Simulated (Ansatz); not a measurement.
Al₆N₇H₂₀⁺, a cluster cut from zinc blende AlN (hydrogen-capped). Total charge 1; singlet. Geometry PBE-D4/def2-SVP.

```
atom   x (Å)   y (Å)   z (Å)
  N1  -2.526  -1.168   0.368
  N2   3.299  -0.404   0.116
  N3  -0.470   0.391   1.919
  N4   0.449  -1.652  -0.231
  N5  -1.353  -0.220  -2.290
  N6   0.831   1.319  -0.743
  N7  -2.144   1.806  -0.143
 Al8   2.159  -1.885   0.742
 Al9  -0.740  -1.424   1.248
Al10  -2.759   0.181  -1.007
Al11   2.586   1.433   0.170
Al12  -0.313   1.891   0.677
Al13   0.514  -0.344  -1.613
 H14  -3.234  -1.038   1.112
 H15  -2.791  -2.094  -0.013
 H16   3.700  -0.616  -0.814
 H17   4.128  -0.403   0.737
 H18  -1.164   0.607   2.654
 H19   0.431   0.364   2.435
 H20   0.289  -2.574  -0.674
 H21  -1.575  -1.100  -2.787
 H22  -1.372   0.474  -3.057
 H23   0.884   2.053  -1.471
 H24  -2.829   2.105   0.573
 H25  -2.190   2.591  -0.817
 H26   1.651  -1.444   2.223
 H27   2.813  -3.304   0.435
 H28  -0.954  -2.587   2.305
 H29  -4.216   0.261  -1.631
 H30   2.048   1.643   1.690
 H31   3.554   2.464  -0.560
 H32  -0.190   3.351   1.282
 H33   1.485  -0.679  -2.833
```

HSE06 is defined as in plane-wave codes, on full-range PBE exchange. Single mean-field runs in def2-TZVP are fitted with def2-universal-jkfit.

(1) Estimate the orbital energies around the gap (eV) in Ansatz with HF/6-31G, PBE-D4/def2-TZVP, PBE0-D4/def2-SVP, PBE0-D4/def2-TZVP, HSE06-D4/def2-TZVP.

Answers

(1) 
```csv
orbital,HF/6-31G,PBE-D4/def2-TZVP,PBE0-D4/def2-SVP,PBE0-D4/def2-TZVP,HSE06-D4/def2-TZVP
HOMO−5,-15.01,-10.42,-11.75,-11.73,-11.33
HOMO−4,-14.85,-10.30,-11.62,-11.61,-11.21
HOMO−3,-14.63,-10.18,-11.47,-11.46,-11.06
HOMO−2,-14.52,-10.07,-11.35,-11.35,-10.95
HOMO−1,-14.09,-9.78,-11.01,-11.03,-10.63
HOMO,-13.84,-9.55,-10.77,-10.79,-10.39
LUMO,-0.62,-4.70,-3.55,-3.88,-4.25
LUMO+1,-0.58,-4.34,-3.24,-3.54,-3.90
LUMO+2,-0.53,-4.18,-3.06,-3.39,-3.75
LUMO+3,-0.14,-3.95,-2.87,-3.14,-3.50
LUMO+4,-0.10,-3.91,-2.84,-3.11,-3.47
LUMO+5,0.11,-3.70,-2.61,-2.89,-3.26
```
